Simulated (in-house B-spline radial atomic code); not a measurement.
A fraction x of an electron is removed from 3d in Ga III (Ga2+), starting from [Ar] 3d10 4s1 and keeping the highest spin. Method: scalar-relativistic (X2C) RPBE, spin-polarised, spherical fractional occupations, Fermi nucleus of rms radius 3.9973 fm. Calculated with an all-electron radial atomic-structure program (B-spline basis).

| x | E(x) - E(0) (eV) | 3d down level (eV) |
| --- | --- | --- |
| 0 | 0.0000 | -39.092 |
| 0.12 | 4.8339 | -41.480 |
| 0.14 | 5.6675 | -41.881 |
| 0.28 | ? | ? |
| 0.39 | 16.7739 | -46.999 |
| 0.5 | 22.0703 | -49.304 |
| 0.61 | 27.6220 | -51.641 |
| 0.65 | 29.7048 | -52.499 |
| 0.85 | ? | ? |
| 0.97 | 47.6185 | -59.505 |
| 1 | 49.4136 | -60.174 |

Problem. What belongs in the row x = 0.28?

Solution. An energy change of 11.7294 eV; 3d down at -44.726 eV.

Problem. What belongs in the row x = 0.85?

Solution. An energy change of 40.6377 eV; 3d down at -56.847 eV.

Problem. Check Janak's theorem between x = 0.12 and 0.14.

Solution. The slope of the energy is 41.68 eV; the orbital levels give 41.68 eV (-ε of the emptying orbital, averaged over the two points).
